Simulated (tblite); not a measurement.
A tight-binding relaxation on `COC[C@](C)([GeH3])C(C)=O`.

Computed with GFN2-xTB geometry optimisation, gas phase (tblite 0.8.0). Start geometry: from a force field or distance geometry. A driver script takes a list of jobs; this job's settings line and coordinates (Å) are shown.

Command:
```bash
OMP_NUM_THREADS=1 python probes_run.py task.json out
```

Input:
```
{"job": {"kind": "relax", "xc": "GFN2-xTB", "basis": "xTB"}, "charge": 0, "multiplicity": 1}
C      2.875500    -0.118900    -0.891400
O      1.483700    -0.166800    -1.105800
C      0.920100    -0.190000     0.160100
C     -0.587200    -0.237600     0.153600
C     -0.958700    -0.252300     1.657900
Ge    -1.252900    -1.954000    -0.511000
C     -1.261100     0.860400    -0.552400
C     -1.057400     2.298300    -0.122800
O     -2.002500     0.618500    -1.508300
H      3.150500    -1.036200    -0.298200
H      3.190800     0.746400    -0.291800
H      3.437400    -0.194400    -1.827000
H      1.302900    -1.004400     0.773300
H      1.181500     0.797500     0.621100
H     -0.276000     0.485200     2.139500
H     -2.017500    -0.074800     1.845900
H     -0.649600    -1.273100     2.012200
H     -0.360200    -3.133900    -0.017600
H     -2.638800    -2.158900     0.140000
H     -1.427000    -1.959600    -2.023300
H     -2.057200     2.808600    -0.034500
H     -0.446900     2.799300    -0.898600
H     -0.554100     2.367800     0.862100
```

Output:
```
step      E/eV     max force
  0    -816.31857    2.314
  1    -816.51194    2.248
  2    -816.60045    0.743
  3    -816.64713    0.484
  4    -816.69272    0.387
  5    -816.71327    0.429
  6    -816.73970    0.339
  7    -816.75686    0.331
  8    -816.77805    0.320
  9    -816.79693    0.378
... (75 lines left out)
 85    -817.10671    0.026
 86    -817.10684    0.022
 87    -817.10694    0.017
 88    -817.10699    0.018
 89    -817.10703    0.016
 90    -817.10707    0.012
 91    -817.10710    0.012
 92    -817.10713    0.016
 93    -817.10715    0.013
 94    -817.10717    0.009
```

«max force» is the largest atomic force in eV/Å.

Problem. From which step on does the largest force stay under 0.1 eV/Å, and how much energy is left to gain from there?

Solution. From step 66 (0.064 eV/Å), 6.1 meV above the end.

Main results: energy lowered by 18.2 kcal/mol over 94 steps; largest atomic force 0.009 eV/Å at the end.

Problem. Estimate the wall time. Hardware: an Intel Xeon Platinum 8259CL at 2.50 GHz with one thread, no GPU, shared host.

Solution. About 1.4 s.
Labels such as C1 count atoms from 1, the log's own numbers from 0.
